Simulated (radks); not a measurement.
Question: All-electron atom: Si in [Ne] 3s2 3p2 (the NIST ground configuration). Calculated with a radial shooting solver on a logarithmic mesh with Libxc functionals: Dirac Kohn-Sham, LDA (Slater exchange, Perdew-Wang correlation), spin-unpolarised, spherical densities, finite nucleus; open shells fill j = l - 1/2 first; Fermi nuclear charge, rms radius 3.1224 fm. Some entries of the table are withheld. Estimate them.

orbital,occ.,eigenvalue (hartree),<r^2> (bohr^2)
1s1/2,2,(1),0.01678
2s1/2,2,-5.09717,0.3895
2p1/2,2,-3.52781,0.3649
2p3/2,4,-3.50406,0.3678
3s1/2,2,(2),5.443
3p1/2,2,(3),(4)
3p3/2,0,(5),(6)

Answer: 
(1) 1s1/2 eigenvalue (hartree): -65.35099
(2) 3s1/2 eigenvalue (hartree): -0.39919
(3) 3p1/2 eigenvalue (hartree): -0.15331
(4) 3p1/2 <r^2> (bohr^2): 9.381
(5) 3p3/2 eigenvalue (hartree): -0.15211
(6) 3p3/2 <r^2> (bohr^2): 9.447
